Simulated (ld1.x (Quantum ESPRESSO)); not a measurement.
**Cl: one change to a TM potential, before and after**

- Element: chlorine
- Generator: ld1.x (Quantum ESPRESSO) 7.5
- Type: norm-conserving Troullier–Martins (Kleinman–Bylander form)
- Functional: PBE
- Relativity: scalar-relativistic
- Frozen core: [Ne]
- Valence charge: 7
- Reference configuration: 3s2 3p4 (charge +1)
- Partial waves: 3s (bound): rc 0.90 bohr; 3p (bound): rc 1.35 bohr; 3d channel at 0.3 Ry: rc 1.45 bohr
- Local potential: the d channel
- Core correction: none

Change: core correction a·sin(br)/r model core inside 0.48 bohr.

Cutoffs: the cutoffs (Ry, on a coarse ladder) from which the occupation-weighted sum of valence levels, in a spherical-Bessel basis at the reference potential, stays within 10 and 1 mRy of its value at 400 Ry; they do not see the model core or the augmentation charge, which bear on the density cutoff. Errors are all-electron minus pseudo energies relative to the spin-unpolarised reference configuration.

How do hardness, ghosts and transferability respond?

The potential gets neither clearly harder nor softer (110 Ry and 300 Ry → 110 Ry and 300 Ry); of the 7 tests that both files solve, the error grows in 0 and shrinks in 7 by more than 15 % and 0.3 meV (median size 18.8 → 8.0 meV); neither file shows a bound ghost. Exchange and correlation are not linear in the density, so unscreening with the valence charge alone errs where core and valence overlap; a model core restores that term. A model core, the more so a compact one, raises the density cutoff, which this test does not measure.

```csv
quantity,base,changed
"cutoff, loose",110 Ry,110 Ry
"cutoff, tight",300 Ry,300 Ry
bound ghosts,none,none
"error for 3s2 3p5, meV [ΔE -13.88 eV]",+9.1,+7.3
"error for 3s2 3p3, meV [ΔE 25.45 eV]",+19,+14
"error for 3s2 3p2, meV [ΔE 63.75 eV]",+120,+86
"error for 3s1 3p5, meV [ΔE 12.71 eV]",+40,-8.0
"error for 3s2 3p4.5, meV [ΔE -8.29 eV]",+3.3,+2.7
"error for 3s2 3p5.3, meV [ΔE -16.01 eV]",+13,+10
"error for 3s1 3p6, meV [ΔE -1.72 eV]",+57,-6.9
s: phases at 1.60 bohr within 0.05 rad from the reference energy up to (Ry; the scan ends near 5),-0.1,-0.1
p: phases at 1.60 bohr within 0.05 rad from the reference energy up to (Ry; the scan ends near 5),to the end of the scan,to the end of the scan
d: phases at 1.60 bohr within 0.05 rad from the reference energy up to (Ry; the scan ends near 5),to the end of the scan,to the end of the scan
```
